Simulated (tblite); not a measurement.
C7H13NSi.
SMILES with atom numbers: `[CH2:1]=[CH:2][C@@H:3]1[CH:4]=[CH:5][C@H:6]([NH:7][CH3:8])[SiH2:9]1` (hydrogens: H10, H11 on C1; H12 on C2; H13 on C3; H14 on C4; H15 on C5; H16 on C6; H17 on N7; H18, H19, H20 on C8; H21, H22 on Si9)

Computed geometry: GFN2-xTB, gas phase.

Give the optimised bond lengths and angles.

| bond | length (Å) | order |
| --- | --- | --- |
| C1=C2 | 1.321 | double |
| C2–C3 | 1.490 | single |
| C3–C4 | 1.503 | single |
| C4=C5 | 1.321 | double |
| C5–C6 | 1.501 | single |
| C6–N7 | 1.462 | single |
| N7–C8 | 1.444 | single |
| C6–Si9 | 1.919 | single |
| C3–Si9 | 1.924 | single |
| C1–H10 | 1.078 | single |
| C1–H11 | 1.077 | single |
| C2–H12 | 1.082 | single |
| C3–H13 | 1.094 | single |
| C4–H14 | 1.081 | single |
| C5–H15 | 1.082 | single |
| C6–H16 | 1.107 | single |
| N7–H17 | 1.018 | single |
| C8–H18 | 1.102 | single |
| C8–H19, C8–H20 | 1.090 | single |
| Si9–H21 | 1.460 | single |
| Si9–H22 | 1.468 | single |

Bonds in one row agree within 0.01 Å and their mean is given. Orders are formal, as drawn. A selection of angles:
| angle | degrees |
| --- | --- |
| C2–C1–H10 | 121.7 |
| C2–C1–H11 | 122.1 |
| H10–C1–H11 | 116.2 |
| C1–C2–C3 | 124.9 |
| C1–C2–H12 | 120.3 |
| C3–C2–H12 | 114.8 |
| C2–C3–C4 | 111.3 |
| C2–C3–Si9 | 112.5 |
| C2–C3–H13 | 108.5 |
| C4–C3–Si9 | 103.4 |
| C4–C3–H13 | 109.5 |
| Si9–C3–H13 | 111.7 |
| C3–C4–C5 | 119.7 |
| C3–C4–H14 | 117.9 |
| C5–C4–H14 | 122.4 |
| C4–C5–C6 | 119.5 |
| C4–C5–H15 | 122.4 |
| C6–C5–H15 | 118.0 |
| C5–C6–N7 | 110.2 |
| C5–C6–Si9 | 103.6 |
| C5–C6–H16 | 108.5 |
| N7–C6–Si9 | 110.6 |
| N7–C6–H16 | 110.2 |
| Si9–C6–H16 | 113.4 |
| C6–N7–C8 | 112.9 |
| C6–N7–H17 | 109.4 |
| C8–N7–H17 | 109.5 |
| N7–C8–H18 | 113.5 |
| N7–C8–H19 | 109.1 |
| H18–C8–H19 | 108.8 |
| H18–C8–H20 | 107.9 |
| C6–Si9–H21 | 112.3 |
| C6–Si9–H22 | 113.6 |
| C3–Si9–C6 | 93.8 |
| C3–Si9–H21 | 112.7 |
| C3–Si9–H22 | 111.6 |
| H21–Si9–H22 | 111.7 |

Dihedral angles: C1–C2–C3–C4 -134° (anticlinal); C2–C3–C4–C5 -121° (anticlinal); C3–C4–C5–C6 0° (synperiplanar); C4–C5–C6–N7 119° (anticlinal); C5–C6–N7–C8 165° (antiperiplanar); C5–C6–Si9–C3 0° (synperiplanar); C2–C3–Si9–C6 120° (anticlinal).

Of the pairs four or more bonds apart, Si9···H20 is among the closest relative to their van der Waals radii: 2.98 Å, 90 % of the sum of Bondi's values. N7 (secondary amine nitrogen) is pyramidal (angles 112.9°, 109.5° and 109.4°, sum 331.8°, 0.40 Å off the plane of its three neighbours). The C–C distances run from 1.321 Å (C1=C2, drawn double) to 1.503 Å (C3–C4, drawn single), a spread of 0.182 Å. The 5-membered ring C3–C4–C5–C6–Si9 has internal angles of 93.8° to 119.7°; it is planar, 0.00 Å rms from its mean plane, widest ring torsion 1°. Si9 (SiH2 silicon) has angles from 93.8° to 113.6°.

Point group: C1 (no symmetry element, even within 0.4 Å). Its lowest GFN2-xTB frequency is 14 cm⁻¹, too small to tell a flat minimum from a shallow saddle. One conformer, not necessarily the lowest.
